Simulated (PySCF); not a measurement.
HCdFS (SMILES [F][Cd][SH]), singlet, geometry from GFN2-xTB (such geometries of metal compounds can be far from the true shape) (core potentials on Cd). Base run: CASSCF(4,5)/def2-SVP (PySCF).

Here is a job for PySCF.
```python
from pyscf import gto, scf, mcscf
import numpy

mol = gto.M(
    atom='''
Cd    0.27237785   -0.13884116    0.38956985
F    -0.36381088   -1.97634073    0.10467599
S    -0.61002898    1.37195062   -1.17925333
H    -0.03937530    2.50023252   -0.77338336
''',
    basis='def2-svp',
    ecp={'Cd': 'def2-svp'},
    verbose=3,
)

mf = scf.RHF(mol)
mf.kernel()
mc = mcscf.CASSCF(mf, 5, 4)
mc.fix_spin_(ss=0.0)
mc.kernel()
occ = numpy.linalg.eigvalsh(mc.fcisolver.make_rdm1(mc.ci, mc.ncas, mc.nelecas))[::-1]
ss = mc.fcisolver.spin_square(mc.ci, mc.ncas, mc.nelecas)[0]
print('natural occupations', occ.round(4), ' <S^2>', round(ss, 4))
```

The base run was repeated with changes; each row names its change, and settings that it needs were set with it.

```
change                                  ΔE vs base (mEh)                           natural occupations  <S^2> of the state  core-seconds (rough)
--------------------------------------  ----------------  --------------------------------------------  ------------------  --------------------
base                                               0.000                      1.98 1.97 0.03 0.02 0.01                0.00                     4
solver = newton                                    0.000                      1.98 1.97 0.03 0.02 0.01                0.00                     4
active space = 2 electrons, 3 orbitals            22.901                                1.98 0.01 0.01                0.00                    20
orbitals = fixed (CASCI)                          33.773                      2.00 1.99 0.01 0.00 0.00                0.00                   0.4
active space = 6 electrons, 6 orbitals            -7.879                 1.99 1.98 1.97 0.03 0.02 0.01                0.00                    10
fix_spin_ = off                                    0.000                      1.98 1.97 0.03 0.02 0.01                0.00                     4
start = MP2 natural orbitals                      -0.829                      1.97 1.97 0.03 0.02 0.01                0.00                     7
conv_tol = 1e-5                                    0.000                      1.98 1.97 0.03 0.02 0.01                0.00                     3
active space = 8 electrons, 9 orbitals           -51.867  1.98 1.98 1.98 1.97 0.03 0.02 0.02 0.02 0.01                0.00                     8
correction = SC-NEVPT2                            -654.3                      1.98 1.97 0.03 0.02 0.01                0.00                     4
state_average = 2 states                          16.586                                             -                   -                     4
```

Active orbitals are taken around the Fermi level unless the row says otherwise; CASSCF can end in different local minima, and two programs can end on different orbitals. State-averaged rows give the lowest state.
